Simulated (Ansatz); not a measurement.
Two isomers of C2H6OSi2: A = `O[SiH]1C=C1[SiH3]`, B = `[SiH3]C1=CO[SiH2]1`.

Calculated with Ansatz (gas phase, PBE0-D4/def2-TZVP geometries, no zero-point term in ΔE). CBS: MP2 limit from def2 TZ/QZ plus the TZ coupled-cluster correction, frozen cores. DFT in def2-TZVPP. B3LYP here is the variant with VWN-RPA as its local correlation; programs differ in this. One conformer a species, not always the lowest.

(1) Which is lower in electronic energy at CCSD(T)/CBS, and by how much? (Estimate.)

(2) Give E(B) − E(A) in kcal/mol with CCSD/def2-TZVPP, CCSD(T)/def2-TZVPP, B2PLYP, PBE-D4, B3LYP-D4, r2SCAN-D4, B3LYP. (Best estimate.)

Largest T1 diagnostic: 0.014.

Answers

(1) The calculation gave: A, by 0.9 kcal/mol.

(2) Ansatz gave: CCSD/def2-TZVPP 0.3, CCSD(T)/def2-TZVPP -0.1, B2PLYP 0.0, PBE-D4 -1.4, B3LYP-D4 -0.2, r2SCAN-D4 -0.5, B3LYP 0.0. The order is the other way round with PBE-D4, B3LYP-D4, r2SCAN-D4.
